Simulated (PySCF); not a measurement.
## How the method moves the HOMO and LUMO of `[SiH3][SiH2][SiH2][SiH2][SiH3]`

Species: Si5H12.
Structure used (PBE0-D3(BJ)/def2-SVP), in Å, numbered top down from 1:
```xyz
17
Si5H12 angstrom
Si     2.2968    0.9203   -0.9328
Si     1.6839   -0.9943    0.2745
Si     0.0401   -0.4051    1.8459
Si    -2.0587   -0.5631    0.8114
Si    -2.0566    0.5497   -1.2538
H      1.1102    1.5241   -1.6109
H      3.3327    0.6064   -1.9644
H      2.8562    1.9246    0.0239
H      2.9026   -1.5340    0.9564
H      1.1438   -2.0478   -0.6420
H      0.2806    0.9998    2.3047
H      0.0886   -1.3102    3.0375
H     -2.3478   -2.0124    0.5685
H     -3.1332   -0.0030    1.6907
H     -1.1216   -0.1447   -2.1920
H     -3.4264    0.5491   -1.8528
H     -1.6053    1.9646   -1.0845
```

Basis pcSseg-1 throughout (PySCF), one geometry. Geometry: PBE0-D3(BJ)/def2-SVP, one conformer, isolated molecule.

Problem. How do the orbital energies, the gap and the dipole change with the method?

Solution. 
| method | kind | HOMO (eV) | LUMO (eV) | gap (eV) | μ (D) | SCF cycles |
| --- | --- | --- | --- | --- | --- | --- |
| BLYP | GGA | -6.70 | -1.06 | 5.64 | 0.13 | 12 |
| B97-D | GGA | -6.83 | -1.12 | 5.71 | 0.12 | 12 |
| PBE | GGA | -6.88 | -1.26 | 5.62 | 0.11 | 12 |
| OPBE | GGA | -6.89 | -1.12 | 5.76 | 0.08 | 12 |
| KT3 | GGA | -6.94 | -1.21 | 5.73 | 0.11 | 12 |
| KT2 | GGA | -6.94 | -1.36 | 5.59 | 0.11 | 12 |
| LDA | LDA | -6.97 | -1.43 | 5.54 | 0.11 | 11 |
| BP86 | GGA | -6.98 | -1.36 | 5.63 | 0.11 | 12 |
| B3LYP | global hybrid | -7.69 | -0.62 | 7.07 | 0.14 | 11 |
| PBE0 | global hybrid | -7.92 | -0.52 | 7.40 | 0.13 | 11 |
| mPW1PW91 | global hybrid | -7.94 | -0.52 | 7.42 | 0.13 | 11 |
| wB97X-D | range-separated hybrid | -9.66 | 1.15 | 10.81 | 0.13 | 11 |
| HF | Hartree–Fock | -10.24 | 2.59 | 12.83 | 0.19 | 9 |

The HOMO spans 3.54 eV, from BLYP down to HF, and the gap runs from 5.54 eV (LDA) to 12.83 eV (HF). Over the methods BLYP (0 %), B97-D (0 %), PBE (0 %), OPBE (0 %), KT3 (0 %), KT2 (0 %), LDA (0 %), BP86 (0 %), B3LYP (20 %), PBE0 (25 %), mPW1PW91 (25 %), HF (100 %), a straight line through the gap against the share of exact exchange rises by 0.72 eV for each 10 % (correlation coefficient 1.000). The dipole ranges from 0.08 D (OPBE) to 0.19 D (HF). This basis has no diffuse functions.

The vertical ΔSCF ionisation energy at B3LYP/def2-SVPD is 9.33 eV; −ε(HOMO) comes closest to it with wB97X-D (9.66 eV).
